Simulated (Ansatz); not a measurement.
Harmonic frequencies (cm⁻¹) at PBE0-D4/def2-TZVP from Ansatz: 158, 228, 255, 265, 482, 668, 816, 943, 2704.

Each molecule was computed in one conformer, which needn't be the lowest.

Problem. Which molecule is it?
A. `[F][Al]([SH])[Cl]`
B. `[Cl][Al]([Cl])[Cl]`
C. `[F][Al]([F])[SH]`
D. `[OH][Al]([Cl])[Cl]`

Solution. C.
